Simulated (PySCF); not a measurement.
All of these have the formula C7H11BO2. Theory: PySCF 2.14.0, density-fitted response routines, TDDFT B3LYP/def2-SVPD, vertical, gas phase, core orbitals frozen in the response. Geometries: PBE0-D3(BJ)/def2-SVP; one conformer of each isolated species. Triplets are in the Tamm–Dancoff approximation. 'Strongest' means the level of largest summed f among the lowest 10 singlets; it needn't be the same kind of state in each.

Question: Rank by computed lowest singlet excitation energy, lowest first.
A. `C=C/C=C\B1OCCCO1`
B. `C#C[C@H](CC=C)CB(O)O`
C. `C#C[C@H](C)B1OCCCO1`
D. `C=C(C)/C=C\[C@H]1COBO1`
E. `B1([C@H](C)CC#C)OCCO1`

Answer: A (5.06 eV), D (5.38 eV), B (5.81 eV), C (6.17 eV), E (6.38 eV).

```tsv
SMILES	S1 (eV)	f (strongest)	LUMO (eV)	gap (eV)	strongest (eV)	first f ≥ 0.01 (nm)	S1 mainly
C=C/C=C\B1OCCCO1	5.06	0.70	-1.38	5.00	5.06	245	H→L (95%)
C=C(C)/C=C\[C@H]1COBO1	5.38	0.65	-1.32	5.31	5.38	230	H→L (93%)
C#C[C@H](CC=C)CB(O)O	5.81	0.17	-0.66	6.44	7.15	202	H→L (95%)
C#C[C@H](C)B1OCCCO1	6.17	0.03	0.05	6.99	7.16	197	H→L+1 (53%)
C#CC[C@@H](C)B1OCCO1	6.38	0.03	-0.12	7.14	7.45	191	H→L (54%)
```

H and L stand for HOMO and LUMO.

- `C=C/C=C\B1OCCCO1`: Löwdin shares by element: HOMO carbon 83% or more (atoms not listed hold the other 17%); LUMO carbon 71% or more (atoms not listed hold the other 29%).
- `C=C(C)/C=C\[C@H]1COBO1`: Löwdin shares by element: HOMO carbon 80% or more (atoms not listed hold the other 20%); LUMO carbon 77% or more (atoms not listed hold the other 23%).
- `C#C[C@H](CC=C)CB(O)O`: Löwdin shares by element: HOMO carbon 74% or more (atoms not listed hold the other 26%); LUMO oxygen 35%, boron 24%, hydrogen 14% or more (atoms not listed hold the other 27%).
- `C#C[C@H](C)B1OCCCO1`: Löwdin shares by element: HOMO carbon 82% or more, boron 6%; LUMO carbon 28% or more, boron 21% (atoms not listed hold the other 51%).
- `C#CC[C@@H](C)B1OCCO1`: Löwdin shares by element: HOMO carbon 88% or more, hydrogen 4% or more; LUMO boron 34%, carbon 18% or more, oxygen 5% or more (atoms not listed hold the other 43%).
